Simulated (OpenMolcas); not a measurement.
# Rh3+: moving or changing the point charges

Rh3+ among 6 point charges of -1.7 e arranged as a tetragonal octahedron (D4h), 1.79 Å from the ion, with the axial distance 2.023 Å. The active orbitals were held to one l.

```
Program             : OpenMolcas 26.06
Method              : CASSCF
Basis               : ANO-RCC-VTZP [7s6p4d2f1g]
Scalar Hamiltonian  : DKH2, point nucleus
Active space        : 6 electrons in 5 orbitals (4d)
State averaging     : 2S+1 = 5 even, 5 roots; 2S+1 = 3 even, 45 roots; 2S+1 = 1 even, 50 roots
Spin-orbit coupling : state interaction with AMFI integrals over the reference wave functions
```

Runs around this geometry, states (labels of D4, the rotations of D4h). Energies in cm-1 above the lowest state or level, χT in cm3 K/mol.

```
R (Å)  Axial / equatorial distance  Ground state  First state of that spin  First gap with spin-orbit (degeneracies)  χT at 300 K  First state of another spin
 1.79                         1.04            5E                  5B2 1397                               50.8 (2, 1)        4.141                     3E 11154
 1.71                         1.13            5E                  5B2 4399                               83.0 (2, 1)        3.986                      3E 9227
 1.79                         1.13            5E                  5B2 4009                               95.1 (2, 1)        4.081                     3E 11659
```

Taking the first state of the same spin as R^-n, n = -ln(4009 / 4399) / ln(1.79 / 1.71) = 2.0 between the shortest and longest distance.

An orbital doublet at a regular site is open to a Jahn-Teller distortion, which this geometry leaves out. Without dynamic correlation the repulsion within the d shell is too large (B by tens of per cent), so at a given field states of lower spin stand too high. This shell can be high or low spin here, a state of another spin lies low, and with metal d orbitals alone active their balance is uncertain, so the ground spin may be wrong. Point charges give a weaker field than real ligands, and real ions of this kind are as a rule low spin; the high spin found here belongs to the model. This is an electrostatic model: the charges have no orbitals. No measured value stands beside these numbers.
